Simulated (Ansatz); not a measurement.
Al6Cu4, relaxed as a singlet with RKS PBE-D4/def2-SVP in Ansatz, starting from the GFN2-xTB geometry. Force threshold 0.03 eV/Å.

The restricted singlet is unstable towards broken spin symmetry in Hartree–Fock (as tested in another run); at PBE-D4/def2-SVP this wasn't settled. Another isomer (singlet) lies 0.17 eV lower at PBE0-D4/def2-TZVP; other spin states weren't run for this one.

Start:

```xyz
10

Cu    1.936   -1.720    0.822
Cu   -0.086   -0.865    1.957
Cu   -0.413    0.603   -2.012
Cu   -0.187    2.636   -0.624
Al    1.080    0.566    0.119
Al   -1.472    0.647    0.402
Al    2.019   -0.901   -1.719
Al    0.091    2.002    1.953
Al   -0.220   -1.530   -0.590
Al   -2.748   -1.438   -0.308
```

Task: Estimate the energy that the relaxation releases and the steps that it takes.

Result: 2.95 eV, in 17 steps; 83 s on 4 threads of Intel Xeon Platinum 8488C on a shared host. No frequencies were taken in this run, so the end may be a saddle point.

Task: Does the start keep its bonding and symmetry?

Result: Bonds lost: Cu2–Al6, Al5–Al6, Al5–Al7 (atoms count from 1). Bonds formed: Cu2–Al10, Al8–Al10 (atoms count from 1).

Task: Predict the relaxed structure.

Result: 
```xyz
10

Cu    1.820   -1.679    0.326
Cu    0.044   -0.977    1.892
Cu    0.375    0.737   -1.832
Cu   -0.160    2.451   -0.206
Al    1.314    0.676    0.524
Al   -1.856    0.822   -0.959
Al    2.032   -1.090   -2.084
Al   -0.884    1.288    1.826
Al   -0.407   -1.380   -0.612
Al   -2.279   -0.848    1.124
```
Bond lengths (bridged metal pairs left out): 14 × Al–Cu 2.40 to 2.58 Å; 6 × Al–Al 2.61 to 2.86 Å; 2 × Cu–Cu 2.42 to 2.47 Å.
